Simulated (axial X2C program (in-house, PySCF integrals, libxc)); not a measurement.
Spin–orbit effects down a group: molecules with Se (ions), CCSD

All values come from calculations with an in-house all-electron X2C program for linear molecules (integrals from PySCF), spin-free (one-electron X2C) or two-component (2c: spin–orbit coupling with atomic mean-field Coulomb and Gaunt terms, which also bring small scalar terms), in Dyall basis sets with cores contracted in-house; open shells are unrestricted.

Basis sets: Be dyall-cv3z, Ca dyall-cv3z, Se dyall-cv3z, Sr dyall-cv3z. Frozen shells (counts by l): BeSe⁺ Se 3s2p1d, Be 1s, 7 electrons correlated; CaSe⁺ Se 3s2p1d, Ca 2s1p, 15 electrons correlated; SrSe⁺ Sr 3s2p1d, Se 3s2p1d, 15 electrons correlated. Coupled cluster in natural virtuals with an MP2 remainder. Where the outer core of a metal is frozen, bonds come out longer and ionisation energies lower. Frozen cores can differ along the series, which adds to the trend.

```tsv
molecule	spin-free state	Re (Å)	ωe (cm⁻¹)	De (eV)	2c state	Re 2c (Å)	ωe 2c (cm⁻¹)	De 2c (eV)
BeSe⁺	M_S = 1/2, Λ = 1	1.973	736.7	2.99	Ω = 3/2	1.975	731.7	2.97
CaSe⁺	M_S = 1/2, Λ = 1	2.612	305.8	2.12	Ω = 3/2	2.614	304.8	2.10
SrSe⁺	M_S = 1/2, Λ = 1	2.753	233.7	2.13	Ω = 3/2	2.754	233.1	2.11
```

Fragments in 2c: Se + Be+, Se + Ca+, Sr+ + Se. Each entry is the lowest single determinant of a limited PBE0 search at one distance. De goes to single-determinant-based atoms at the same level (for ions the charge split of lowest energy) and is withheld (n/a) where an atom does not fit its ground term or J level. Main or longest-lived isotopes. One determinant is a doubtful description, or other states lie close, for BeSe⁺; these need not be ground states, and all values refer to the states named.
